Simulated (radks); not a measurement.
Problem. Radial electron density D(r) = 4 pi r^2 rho(r) of an atom or ion with 20.75 electrons. All-electron calculation, scalar-relativistic Kohn-Sham, r2SCAN, spin-polarised, spherical densities, finite nucleus; meta-GGA in the generalised Kohn-Sham scheme; Fermi nuclear charge, rms radius of each element as measured or else 0.836 A^(1/3) + 0.57 fm. Program: a radial shooting solver on a logarithmic mesh with Libxc functionals.

| r (bohr) | D(r) (e/bohr) | spin D(r) |
|---|---|---|
| 0.002977 | 0.7533 | 0.000299 |
| 0.003908 | 1.237 | 0.000490 |
| 0.005089 | 1.978 | 0.000782 |
| 0.00668 | 3.155 | 0.00124 |
| 0.008698 | 4.862 | 0.00191 |
| 0.01142 | 7.381 | 0.00287 |
| 0.01487 | 10.69 | 0.00410 |
| 0.01936 | 14.79 | 0.00553 |
| 0.02541 | 19.44 | 0.00693 |
| 0.03308 | 23.51 | 0.00767 |
| 0.04343 | 25.96 | 0.00703 |
| 0.05655 | 25.61 | 0.00462 |
| 0.07422 | 22.76 | 0.00118 |
| 0.09665 | 19.91 | -0.0000300 |
| 0.1258 | 20.14 | 0.00482 |
| 0.1652 | 24.28 | 0.0160 |
| 0.2151 | 27.94 | 0.0227 |
| 0.2823 | 25.39 | 0.0123 |
| 0.3676 | 16.81 | -0.00600 |
| 0.4825 | 9.150 | 0.000609 |
| 0.6283 | 8.227 | 0.0348 |
| 0.8182 | 10.21 | 0.0365 |
| 1.074 | 9.110 | -0.0129 |
| 1.398 | 5.303 | -0.00312 |
| 1.835 | 2.134 | 0.139 |
| 2.39 | 0.8685 | 0.292 |
| 3.137 | 0.4401 | 0.295 |
| 4.085 | 0.1895 | 0.157 |
| 5.319 | 0.04510 | 0.0405 |
| 6.982 | 0.004331 | 0.00403 |
| 9.091 | 0.0001588 | 0.000151 |

What is the nuclear charge?

Solution. Z = 22. The innermost maximum, from 1s, lies near gamma/Z bohr with gamma = sqrt(1 - (Z/c)^2) = 0.987, here 0.0449 bohr (found: 0.0482), and its height grows with Z. The density is that of the titanium ion Ti1.25+ in [Ar] 3d(up 1, down 1) 4s(up 0.75, down 0); the configuration itself is not fixed sharply by these data, and Z only to about a unit. D(r) has 3 maxima, at r = 0.0482, 0.226, 0.879 bohr, and minima at 0.109, 0.571 bohr, inside which lie 2.14, 10.45 electrons.
